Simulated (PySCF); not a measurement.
Isomers of C8H9F3O.

All values: PBE0/pcSseg-1 (PySCF) at GFN2-xTB geometries, gas phase, one conformer each.

Question: Rank by the lowest Hirshfeld charge on any atom, lowest value first.
A. `[F:1][C:2]([F:3])([F:4])[O:5][C@@:6]12[CH:7]=[CH:8][C@@H:9]([CH2:10][CH2:11]1)[CH2:12]2` with C2–O5–C6–C7 76°
B. `[CH3:1][C:2]#[C:3][C@@H:4]([CH2:5][CH3:6])[C:7](=[O:8])[C:9]([F:10])([F:11])[F:12]` with C3–C4–C5–C6 -66°, C3–C4–C7–O8 -115°
C. `[CH2:1]=[C:2]=[C:3]([CH2:4][CH2:5][CH3:6])[C:7](=[O:8])[C:9]([F:10])([F:11])[F:12]` with C2–C3–C4–C5 -97°, C3–C4–C5–C6 -178°, C2–C3–C7–O8 -178°

Answer: C (-0.200 e), B (-0.187 e), A (-0.131 e).

All values together:

```json
{"SMILES": "O=C([C@@H]1C[C@@H]2C[C@@H]2C1)C(F)(F)F", "μ (D)": "3.23", "HOMO (eV)": "-7.94", "LUMO (eV)": "-1.55", "lowest IAO charge (e)": "-0.355 (O)", "highest IAO charge (e)": "+0.758 (C)", "lowest Hirshfeld charge (e)": "-0.194 (O)", "highest Hirshfeld charge (e)": "+0.253 (C)"}
{"SMILES": "C=C=C(CCC)C(=O)C(F)(F)F", "μ (D)": "3.81", "HOMO (eV)": "-8.04", "LUMO (eV)": "-2.25", "lowest IAO charge (e)": "-0.418 (C)", "highest IAO charge (e)": "+0.762 (C)", "lowest Hirshfeld charge (e)": "-0.200 (O)", "highest Hirshfeld charge (e)": "+0.249 (C)"}
{"SMILES": "FC(F)(F)O[C@@]12C=C[C@@H](CC1)C2", "μ (D)": "3.34", "HOMO (eV)": "-7.48", "LUMO (eV)": "0.00", "lowest IAO charge (e)": "-0.349 (O)", "highest IAO charge (e)": "+0.946 (C)", "lowest Hirshfeld charge (e)": "-0.131 (O)", "highest Hirshfeld charge (e)": "+0.311 (C)"}
{"SMILES": "CC#C[C@@H](CC)C(=O)C(F)(F)F", "μ (D)": "3.21", "HOMO (eV)": "-7.62", "LUMO (eV)": "-1.65", "lowest IAO charge (e)": "-0.439 (C)", "highest IAO charge (e)": "+0.760 (C)", "lowest Hirshfeld charge (e)": "-0.187 (O)", "highest Hirshfeld charge (e)": "+0.250 (C)"}
```

Conformers: `[O:1]=[C:2]([C@@H:3]1[CH2:4][C@@H:5]2[CH2:6][C@@H:7]2[CH2:8]1)[C:9]([F:10])([F:11])[F:12]` with O1–C2–C3–C4 117°, C2–C3–C4–C5 -147°, C3–C4–C5–C6 80°, C4–C5–C6–C7 -98°, C5–C6–C7–C8 97°; `[CH2:1]=[C:2]=[C:3]([CH2:4][CH2:5][CH3:6])[C:7](=[O:8])[C:9]([F:10])([F:11])[F:12]` with C2–C3–C4–C5 -97°, C3–C4–C5–C6 -178°, C2–C3–C7–O8 -178°; `[F:1][C:2]([F:3])([F:4])[O:5][C@@:6]12[CH:7]=[CH:8][C@@H:9]([CH2:10][CH2:11]1)[CH2:12]2` with C2–O5–C6–C7 76°; `[CH3:1][C:2]#[C:3][C@@H:4]([CH2:5][CH3:6])[C:7](=[O:8])[C:9]([F:10])([F:11])[F:12]` with C3–C4–C5–C6 -66°, C3–C4–C7–O8 -115°.
